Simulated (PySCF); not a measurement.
Co(CH3)2: Co(II) (d7), charge 0. The structure is a PBE0-D3(BJ)/def2-TZVP geometry optimised for multiplicity 4; coordination linear, point group D3d, metal–donor distances 1.99 Å.

```
9

Co    0.000    0.000    0.000
C     0.000    0.000    1.989
H    -1.018   -0.008    2.397
H     0.515   -0.877    2.397
H     0.502    0.885    2.397
C     0.000    0.000   -1.989
H     1.018    0.008   -2.397
H    -0.502   -0.885   -2.397
H    -0.515    0.877   -2.397
```

Method (PySCF 2.14, density fitting): CASSCF(7,5) with orbitals averaged over all microstates of the shell, strongly contracted NEVPT2 on the averaged canonical orbitals; basis x2c-TZVPall on the metal, x2c-SVPall elsewhere; spin-free X2C; gas phase; spin-orbit coupling by state interaction with the mean-field operator over all roots.

Problem. What is the ground state?

Solution. 4A2g (S = 3/2, orbital degeneracy 1), orbital occupations from the lowest 1.5 1.5 1.5 1.5 1.0, by NEVPT2, but only 82 cm⁻¹ below 4A1g, which doesn't decide their order.

Problem. Where do the spin-allowed transitions within the shell lie?

Solution. By NEVPT2: 4A1g at 82 cm⁻¹; 4A2g at 1564 cm⁻¹; 4Eg at 2068 cm⁻¹; 4Eg at 2122 cm⁻¹; 4A2g at 13316 cm⁻¹ (751 nm); 4Eg at 17773 cm⁻¹ (563 nm). All are electric-dipole forbidden at this geometry.

Problem. Which is the lowest state of another spin?

Solution. 2Eg at 15816 cm⁻¹ by NEVPT2; CASSCF alone puts it at 18016 cm⁻¹ above the same ground state.

Problem. What ligand-field parameters describe the result?

Solution. At CASSCF level (the NEVPT2 levels don't fit a ligand-field model well): orbital energies 0, 0, 2782, 2782, 4999 cm⁻¹; B = 1156 cm⁻¹; C = 4393 cm⁻¹; B over its free-ion value at the same level 0.925; rms of the fit 331 cm⁻¹; ζ = 504 cm⁻¹ (free ion 526).

Problem. What are the magnetic parameters?

Solution. Degenerate or low-lying orbital states mix with the ground state, so no spin-only Hamiltonian applies. The lowest spin-orbit level is 2-fold, effective g = 0.00, 0.00, 11.94; the next lies at 450.1 cm⁻¹. μeff is 6.30 μB at 300 K and 5.99 μB at 10 K; the spin-only value is 3.88 μB.

4A1g (82 cm⁻¹) lies within 300 cm⁻¹ of 4A2g at NEVPT2 level, inside the method's error: their order is undecided, and g values and low-temperature moments can hang on it. Gaps between spin states lean to high spin in this active space.

The job took 4.7 s on one thread of Arm Neoverse V2 (shared host), with 106 basis functions, launched as `OMP_NUM_THREADS=1 python lf_run.py task.json out`.
